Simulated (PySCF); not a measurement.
**Excitation energy of Bi²⁺ by level of theory**

Bi²⁺ [Xe] 4f14 5d10 6s2 6p1 (2P) → Bi²⁺ [Xe] 4f14 5d10 6s1 6p1 6d1 (high-spin determinant), as a difference of total energies. Computed with PySCF 2.14 in aug-cc-pVTZ-PP with ECP60MDF (6s5p4d2f, 55 functions), with scalar relativity through the core potential. Correlated levels: valence: 5s2 5p6 5d10 frozen. The calculations carry no spin-orbit coupling.

| method | excitation energy (cm⁻¹) |
| --- | --- |
| UHF | 159870 |
| MP2 (valence) | 163980 |
| SCS-MP2 (valence) | 166140 |
| CCSD (valence) | 162190 |
| CCSD(T) (valence) | 161170 |

The promoted electron is Rydberg-like, and one or two diffuse shells describe it only roughly, which tends to raise the upper state.

The coupled-cluster amplitudes are large for the upper state (T1 above 0.03 or a double amplitude above 0.15), so a single reference is strained.

The determinant of the upper state mixes LS terms, which raises its energy above the lowest term, most at the Hartree-Fock and MP2 levels.
